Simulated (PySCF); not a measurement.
ECD: SMILES C[C@H]1[GeH2][CH2]C[C@@H]1F, C5H11FGe

Molfile (atoms numbered from 1):
```
C5H11FGe
     RDKit          3D

 18 18  0  0  0  0  0  0  0  0999 V2000
    2.2168    0.2711   -0.3321 C   0  0  0  0  0  0  0  0  0  0  0  0
    0.8362    0.3716    0.3008 C   0  0  1  0  0  0  0  0  0  0  0  0
   -0.5594    1.3222   -0.7575 Ge  0  0  0  0  0  4  0  0  0  0  0  0
   -1.9219   -0.0724   -0.3807 C   0  0  0  0  0  0  0  0  0  0  0  0
   -1.3015   -0.8407    0.7831 C   0  0  0  0  0  0  0  0  0  0  0  0
    0.1926   -0.9955    0.5149 C   0  0  2  0  0  0  0  0  0  0  0  0
    0.7911   -1.6440    1.5812 F   0  0  0  0  0  0  0  0  0  0  0  0
    2.8734   -0.3445    0.2815 H   0  0  0  0  0  0  0  0  0  0  0  0
    2.1507   -0.1766   -1.3233 H   0  0  0  0  0  0  0  0  0  0  0  0
    2.6611    1.2597   -0.4314 H   0  0  0  0  0  0  0  0  0  0  0  0
    0.9292    0.8400    1.2852 H   0  0  0  0  0  0  0  0  0  0  0  0
   -0.8932    2.6928   -0.2312 H   0  0  0  0  0  0  0  0  0  0  0  0
   -0.2136    1.4866   -2.2136 H   0  0  0  0  0  0  0  0  0  0  0  0
   -2.0379   -0.7287   -1.2442 H   0  0  0  0  0  0  0  0  0  0  0  0
   -2.9084    0.3044   -0.1205 H   0  0  0  0  0  0  0  0  0  0  0  0
   -1.7643   -1.8196    0.9203 H   0  0  0  0  0  0  0  0  0  0  0  0
   -1.4192   -0.2784    1.7127 H   0  0  0  0  0  0  0  0  0  0  0  0
    0.3594   -1.6419   -0.3569 H   0  0  0  0  0  0  0  0  0  0  0  0
  1  2  1  0
  2  3  1  0
  3  4  1  0
  4  5  1  0
  5  6  1  0
  6  7  1  0
  6  2  1  0
  1  8  1  0
  1  9  1  0
  1 10  1  0
  2 11  1  1
  3 12  1  0
  3 13  1  0
  4 14  1  0
  4 15  1  0
  5 16  1  0
  5 17  1  0
  6 18  1  6
M  END
```

Method used: TDDFT B3LYP/def2-SVPD circular dichroism and optical rotation, one conformer, gas phase (PySCF). Geometry: GFN2-xTB.

The calculation is non-relativistic, which matters for the atoms heavier than Zn. States above about 7.7 eV (minus the energy of the highest occupied orbital) lie near or above the ionisation threshold and depend on the basis.

**Question.** Assign R or S to each stereocentre.

**Answer.** C2 R, C6 S.

**Question.** Which excitations and rotatory strengths does the calculation give?

**Answer.** Rotatory strengths R in 10⁻⁴⁰ esu² cm², velocity form and length form (origin at the centre of mass); f in length form.
| state | E (eV) | λ (nm) | f | R (velocity) | R (length) | main |
| --- | --- | --- | --- | --- | --- | --- |
| 1 | 6.96 | 178 | 0.032 | -2.5 | -2.5 | HOMO→LUMO 0.85, HOMO→LUMO+1 0.12 |
| 2 | 7.07 | 175 | 0.018 | -7.5 | -6.6 | HOMO→LUMO+1 0.86, HOMO→LUMO 0.12 |
| 3 | 7.52 | 165 | 0.046 | +8.6 | +8.5 | HOMO→LUMO+2 0.80, HOMO−1→LUMO 0.10 |
| 4 | 7.61 | 163 | 0.036 | +18.8 | +17.8 | HOMO−1→LUMO 0.72, HOMO→LUMO+3 0.14 |
| 5 | 7.78 | 159 | 0.055 | +34.0 | +33.5 | HOMO→LUMO+3 0.61, HOMO−1→LUMO+1 0.18 |
| 6 | 7.86 | 158 | 0.002 | -5.3 | -4.8 | HOMO→LUMO+4 0.76, HOMO→LUMO+3 0.12 |
| 7 | 7.89 | 157 | 0.074 | -4.3 | -4.5 | HOMO−1→LUMO+1 0.70 |
| 8 | 8.06 | 154 | 0.007 | +21.4 | +21.7 | HOMO−2→LUMO 0.49, HOMO−3→LUMO 0.39 |
| 9 | 8.14 | 152 | 0.006 | -5.9 | -5.2 | HOMO−2→LUMO 0.45, HOMO−3→LUMO 0.40 |
| 10 | 8.23 | 151 | 0.013 | -8.7 | -8.7 | HOMO→LUMO+5 0.79, HOMO−2→LUMO+1 0.09 |
| 11 | 8.26 | 150 | 0.016 | +29.1 | +28.4 | HOMO−2→LUMO+1 0.50, HOMO−1→LUMO+2 0.32 |
| 12 | 8.31 | 149 | 0.040 | -40.5 | -38.5 | HOMO−1→LUMO+2 0.41, HOMO−2→LUMO+1 0.31 |

Among the states computed, the strongest CD band (largest |R|) is state 12. The largest dissymmetry factor in size, g = 4R/(D+G), with D and G the electric and magnetic dipole strengths, is +0.042 for state 8 (velocity form, f = 0.006), among bands with |R| over 0.5. The mirror image has the same energies and oscillator strengths and all R with the opposite sign.
